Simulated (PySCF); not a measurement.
# Relaxation of singlet SnOCl₂

Computed with PBE0 in PySCF with Sn def2-TZVP with ECP28, O def2-TZVP, Cl def2-TZVP; scalar-relativistic core potentials, no spin–orbit coupling; density-fitted integrals. A (50,194) grid was used.

A hand-made trigonal planar start, of C2v symmetry, held to at least that symmetry:

```xyz
4
charge 0 multiplicity 1, angstrom
Sn    0.0000    0.0000   -0.2607
O     0.0000    0.0000   -2.1307
Cl   -2.0698    0.0000    0.9343
Cl    2.0698    0.0000    0.9343
```

Question: What forces act on the atoms at the start (eV/Å)?

Answer: 
```csv
atom,Fx,Fy,Fz
Sn1,0.00,0.00,-1.13
O2,0.00,0.00,1.76
Cl3,1.23,0.00,-0.32
Cl4,-1.23,0.00,-0.32
```

Question: What does it relax to?

Answer: It ends at C2v with Sn–Cl 2.296 Å (×2), Sn–O 1.812 Å; Cl–Sn–Cl 103.7°, Cl–Sn–O 128.2° (×2) (after a last refinement on a finer grid). A frequency run shows a minimum. Other isomers or separated fragments may lie lower.

Question: How much energy is released, and in how many steps?

Answer: 30.4 kJ/mol in 5 steps.

The relaxation took 16 s on 4 threads of a shared Arm Neoverse V1 host, with 155 basis functions and 6 gradients; the process peaked at 0.85 GiB.
